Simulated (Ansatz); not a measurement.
Computed with Ansatz on PBE0-D4/def2-TZVP structures; ΔE is electronic, products minus reactants. CBS: MP2 limit from def2 TZ/QZ plus the TZ coupled-cluster correction, frozen cores. Functionals use def2-TZVPP. For Ge outer-core shells are correlated without core-valence functions, which leaves a few kJ/mol of doubt a bond. Scalar relativity is left out up to krypton. Each species was taken in one conformer, which may not be the lowest.

Reaction (cleavage of the Si–Ge bond): `O[SiH2][GeH2][OH]` + `[SiH3]CS` → `O[SiH2]SC[SiH3]` + `[OH][GeH3]`

```tsv
level	ΔE (kJ/mol)
ωB97M-V	-61.2
B2PLYP	-56.3
r2SCAN	-58.3
MP2/def2-TZVPP	-66.4
SCS-MP2/def2-TZVPP	-62.9
CCSD/def2-TZVPP	-56.4
MP2/def2-QZVPP	-67.4
MP2/CBS(def2)	-67.7
```

Question: What does CCSD(T)/CBS give? (Best estimate.)

Answer: The calculation gave: -59.8 kJ/mol. The listed levels differ from it by -1.4, 3.5, 1.5, -6.6, -3.1, 3.4, -7.6, -7.9 kJ/mol.

Largest T1 diagnostic among the species: 0.012.

From PBE to PBE0 (25 % exact exchange), in def2-TZVPP and without D4, ΔE moves by −3.6 kJ/mol. The D4 term adds −7.3 kJ/mol with B3LYP and −4.0 kJ/mol with PBE0; it sums over pairs of atoms, weighted by their polarisabilities, and B3LYP, whose exchange is more repulsive, gets the larger term.

B3LYP here is the variant with VWN-RPA as its local correlation; programs differ in this.
